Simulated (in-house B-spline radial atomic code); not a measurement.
Configurations of I IV (I3+), with energies counted from [Kr] 4d10 5s2 5p2. Method: Dirac-Hartree-Fock, average of configuration, Fermi nucleus of rms radius 4.75 fm. Calculated with a radial B-spline atomic code at the basis-set limit. Energies include first-order Breit, QED and recoil terms.

Occupations are held fixed; configurations that lie above the ionisation limit could autoionise.

```
                    configuration  E - E(ref) (eV)  highest orbital  its <r> (bohr)
            [Kr] 4d10 5s2 5p1 6d1           26.191            6d5/2           5.915
            [Kr] 4d10 5s2 5p1 8d1           33.069            8d5/2           13.78
            [Kr] 4d10 5s2 5p1 9s1            33.15            9s1/2           14.69
             [Kr] 4d9 5s2 5p2 5f1           80.242            5f7/2           5.411
             [Kr] 4d9 5s2 5p2 9g1           88.877            9g7/2           27.69
    [Ar] 3d9 4s2 4p6 4d10 5s2 5p3           626.36            5p3/2           2.063
[Ar] 3d9 4s2 4p6 4d10 5s2 5p2 6s1           645.56            6s1/2           3.842
```

Question: Order these further configurations by energy, lowest first.
A. [Kr] 4d10 5s1 5p2 9f1
B. [Kr] 4d10 5s1 5p2 8g1
C. [Ar] 3d9 4s2 4p6 4d10 5s2 5p2 9g1
D. [Kr] 4d10 5s2 5p1 5d1
E. [Kr] 4d9 5s2 5p2 9f1

Answer: D (15.996 eV), B (47.342 eV), A (47.695 eV), E (88.445 eV), C (664.84 eV).

Question: How far above the reference does [Ar] 3d9 4s2 4p6 4d10 5s2 5p2 5f1 lie?

Answer: 656 eV; its least bound orbital is 5f7/2 with <r> = 5.299 bohr.

Question: How far above the reference does [Kr] 4d10 5s1 5p2 6g1 lie?

Answer: 44.685 eV; its least bound orbital is 6g7/2 with <r> = 10.9 bohr.
